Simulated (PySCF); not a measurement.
Working out the ionisation energy of Tc

Tc [Kr] 4d5 5s2 (6S) → Tc⁺ [Kr] 4d5 5s1 (7S). Calculation: PySCF 2.14, in x2c-TZVPall (8s6p6d1f, 63 functions); the spin-free X2C one-electron Hamiltonian (Gaussian nucleus). Frozen: [Kr]. Energies in hartree (1 hartree = 27.21139 eV):

```tsv
part	Tc (lower)	Tc⁺ (upper)
UHF	-4283.046492	-4282.842939
MP2 opposite-spin	-0.035243	0.000000
MP2 same-spin	-0.061753	-0.062556
```

Q: What does Hartree-Fock give?

A: (-4282.842939) − (-4283.046492) = 0.203553 hartree = 5.539 eV.

Q: What do MP2 and SCS-MP2 (6/5 opposite-spin, 1/3 same-spin) give?

A: The opposite-spin parts differ by 0.959 eV and the same-spin parts by -0.022 eV. MP2: 5.539 + (0.959) + (-0.022) = 6.476 eV. SCS-MP2: 5.539 + 1.2 × (0.959) + (-0.022)/3 = 6.682 eV.

Measured between the centres of the two terms (NIST): 7.119 eV, so MP2 (valence) is off by -0.643 eV.

What remains against the reference includes basis incompleteness, the frozen core and correlation beyond second order.
